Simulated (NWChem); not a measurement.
All runs are NWChem calculations. System: AlCl, charge 0, spin multiplicity 1, at a geometry optimised with PBE/def2-SVP. The structure started from a generated list of species. Level: LDA (SVWN5)/def2-TZVP.

Input file:

```
start mol
memory heap 200 mb stack 900 mb global 1100 mb
geometry units angstroms nocenter noautoz
  Al     0.000000     0.000000    -1.225276
  Cl     0.000000     0.000000     0.936976
  symmetry group C2v
end
basis spherical
  * library def2-tzvp
end
dft
  xc slater vwn_5
  semidirect memsize 60000000 filesize 0
  iterations 100
end
task dft energy
```

Part of the output:

```
             Northwest Computational Chemistry Package (NWChem) 7.3.0
             --------------------------------------------------------

                                NWChem Input Module
                                -------------------

 Scaling coordinates for geometry "geometry" by  1.889725989
 (inverse scale =  0.529177249)

 Turning off AUTOSYM since
 SYMMETRY directive was detected!

                             Geometry "geometry" -> ""
                             -------------------------

 Output coordinates in angstroms (scale by  1.889725989 to convert to a.u.)

  No.       Tag          Charge          X              Y              Z
 ---- ---------------- ---------- -------------- -------------- --------------
    1 Al                  13.0000     0.00000000     0.00000000    -1.22527600
    2 Cl                  17.0000     0.00000000     0.00000000     0.93697600

 Effective nuclear repulsion energy (a.u.)      54.0862822784

            Nuclear Dipole moment (a.u.)
            ----------------------------
        X                 Y               Z
 ---------------- ---------------- ----------------
     0.0000000000     0.0000000000     0.0000075589

      Symmetry information
      --------------------

 Group name             C2v
 Group number             16
 Group order               4
 No. of unique centers     2

      Symmetry unique atoms

     1    2


 Summary of "ao basis" -> "" (spherical)
 ------------------------------------------------------------------------------
       Tag                 Description            Shells   Functions and Types
 ---------------- ------------------------------  ------  ---------------------
 *                         def2-tzvp                  on all atoms

                                 NWChem DFT Module
                                 -----------------

 Summary of "ao basis" -> "ao basis" (spherical)
 ------------------------------------------------------------------------------
       Tag                 Description            Shells   Functions and Types
 ---------------- ------------------------------  ------  ---------------------
 Al                        def2-tzvp                13       37   5s5p2d1f
 Cl                        def2-tzvp                13       37   5s5p2d1f

 Summary of "ao basis" -> "ao basis" (spherical)
 ------------------------------------------------------------------------------
       Tag                 Description            Shells   Functions and Types
 ---------------- ------------------------------  ------  ---------------------
 Al                        def2-tzvp                13       37   5s5p2d1f
 Cl                        def2-tzvp                13       37   5s5p2d1f

      Symmetry analysis of basis
      --------------------------

        a1         32
        a2          6
        b1         18
        b2         18

            General Information
            -------------------
          SCF calculation type: DFT
          Wavefunction type:  closed shell.
          No. of atoms     :     2
          No. of electrons :    30
           Alpha electrons :    15
            Beta electrons :    15
          Charge           :     0
          Spin multiplicity:     1
          Use of symmetry is: on ; symmetry adaption is: on
          Maximum number of iterations: 100
          AO basis - number of functions:    74
                     number of shells:    26
          Convergence on energy requested:  1.00D-06
          Convergence on density requested:  1.00D-05
[...]
 !! scf_movecs_sym_adapt:    4 vectors were symmetry contaminated

 d= 0,ls=0.0,diis     8   -700.1761578699  1.47D-07  1.44D-05  2.30D-06     2.4

 !! scf_movecs_sym_adapt:    6 vectors were symmetry contaminated

  Symmetry fudging

 !! scf_movecs_sym_adapt:    4 vectors were symmetry contaminated

 d= 0,ls=0.0,diis     9   -700.1761581527 -2.83D-07  2.30D-06  6.94D-08     2.4

         Total DFT energy =     -700.176158152735
      One electron energy =    -1080.502971183157
           Coulomb energy =      370.547706112496
    Exchange-Corr. energy =      -44.307175360427
 Nuclear repulsion energy =       54.086282278353

 Numeric. integr. density =       29.999999916382

     Total iterative time =      1.6s

                  Occupations of the irreducible representations
                  ----------------------------------------------

                     irrep           alpha         beta
                     --------     --------     --------
                     a1                9.0          9.0
                     a2                0.0          0.0
                     b1                3.0          3.0
                     b2                3.0          3.0

                       DFT Final Molecular Orbital Analysis
                       ------------------------------------

 Vector   13  Occ=2.000000D+00  E=-2.921574D-01  Symmetry=b1
              MO Center=  3.7D-17,  4.3D-32,  8.0D-01, r^2= 1.4D+00
   Bfn.  Coefficient  Atom+Function         Bfn.  Coefficient  Atom+Function
  ----- ------------  ---------------      ----- ------------  ---------------
    52      0.504954  2 Cl px                55      0.337336  2 Cl px
    49      0.249369  2 Cl px                43     -0.205242  2 Cl px
    15      0.105332  1 Al px                46     -0.090656  2 Cl px
    18      0.064192  1 Al px                24     -0.035751  1 Al d  1
    29     -0.034708  1 Al d  1               6     -0.029300  1 Al px

 Vector   14  Occ=2.000000D+00  E=-2.921574D-01  Symmetry=b2
              MO Center= -4.7D-32,  1.2D-16,  8.0D-01, r^2= 1.4D+00
   Bfn.  Coefficient  Atom+Function         Bfn.  Coefficient  Atom+Function
  ----- ------------  ---------------      ----- ------------  ---------------
    53      0.504954  2 Cl py                56      0.337336  2 Cl py
    50      0.249369  2 Cl py                44     -0.205242  2 Cl py
    16      0.105332  1 Al py                47     -0.090656  2 Cl py
    19      0.064192  1 Al py                22      0.035751  1 Al d -1
    27      0.034708  1 Al d -1               7     -0.029300  1 Al py

 Vector   15  Occ=2.000000D+00  E=-2.270763D-01  Symmetry=a1
              MO Center= -1.7D-14, -6.4D-15, -1.2D+00, r^2= 3.2D+00
   Bfn.  Coefficient  Atom+Function         Bfn.  Coefficient  Atom+Function
  ----- ------------  ---------------      ----- ------------  ---------------
     4      0.561771  1 Al s                  5      0.460588  1 Al s
     3     -0.281013  1 Al s                 54      0.272049  2 Cl pz
    57      0.219400  2 Cl pz                17     -0.217063  1 Al pz
    51      0.139168  2 Cl pz                45     -0.110777  2 Cl pz
    20     -0.104134  1 Al pz                 2      0.077015  1 Al s

 Vector   16  Occ=0.000000D+00  E=-9.183877D-02  Symmetry=b1
              MO Center=  1.8D-14, -1.2D-29, -1.2D+00, r^2= 3.9D+00
   Bfn.  Coefficient  Atom+Function         Bfn.  Coefficient  Atom+Function
  ----- ------------  ---------------      ----- ------------  ---------------
    18      0.618980  1 Al px                15      0.505970  1 Al px
    55     -0.204052  2 Cl px                52     -0.149490  2 Cl px
     6     -0.118317  1 Al px                 9     -0.098545  1 Al px
    49     -0.090016  2 Cl px                43      0.064344  2 Cl px
    66      0.041554  2 Cl d  1              46      0.029985  2 Cl px

 Vector   17  Occ=0.000000D+00  E=-9.183877D-02  Symmetry=b2
              MO Center= -4.5D-30,  7.3D-15, -1.2D+00, r^2= 3.9D+00
   Bfn.  Coefficient  Atom+Function         Bfn.  Coefficient  Atom+Function
  ----- ------------  ---------------      ----- ------------  ---------------
    19      0.618980  1 Al py                16      0.505970  1 Al py
    56     -0.204052  2 Cl py                53     -0.149490  2 Cl py
     7     -0.118317  1 Al py                10     -0.098545  1 Al py
    50     -0.090016  2 Cl py                44      0.064344  2 Cl py
    64     -0.041554  2 Cl d -1              47      0.029985  2 Cl py

 Vector   18  Occ=0.000000D+00  E=-1.282766D-02  Symmetry=a1
              MO Center= -1.8D-15, -2.3D-15, -1.3D+00, r^2= 5.4D+00
   Bfn.  Coefficient  Atom+Function         Bfn.  Coefficient  Atom+Function
  ----- ------------  ---------------      ----- ------------  ---------------
    20      0.915846  1 Al pz                42     -0.476182  2 Cl s
     5      0.337024  1 Al s                 17      0.310461  1 Al pz
    57      0.279201  2 Cl pz                41     -0.194602  2 Cl s
     4      0.166939  1 Al s                 54      0.159003  2 Cl pz
    28     -0.149701  1 Al d  0              40      0.138960  2 Cl s

 center of mass
 --------------
 x =   0.00000000 y =   0.00000000 z =  -0.00899437

 moments of inertia (a.u.)
 ------------------
         254.281243033074           0.000000000000           0.000000000000
           0.000000000000         254.281243033074           0.000000000000
           0.000000000000           0.000000000000           0.000000000000

     Multipole analysis of the density
     ---------------------------------

     L   x y z        total         alpha         beta         nuclear
     -   - - -        -----         -----         ----         -------
     0   0 0 0     -0.000000    -15.000000    -15.000000     30.000000

     1   1 0 0     -0.000000     -0.000000     -0.000000      0.000000
     1   0 1 0      0.000000      0.000000      0.000000      0.000000
     1   0 0 1     -0.630486     -0.315247     -0.315247      0.000008

     2   2 0 0    -18.028432     -9.014216     -9.014216      0.000000
     2   1 1 0     -0.000000     -0.000000     -0.000000      0.000000
     2   1 0 1      0.000000      0.000000      0.000000      0.000000
     2   0 2 0    -18.028432     -9.014216     -9.014216      0.000000
     2   0 1 1      0.000000      0.000000      0.000000      0.000000
     2   0 0 2    -19.942554    -71.467906    -71.467906    122.993258

 Task  times  cpu:        2.4s     wall:        2.4s

 Total times  cpu:        2.5s     wall:        2.5s
```
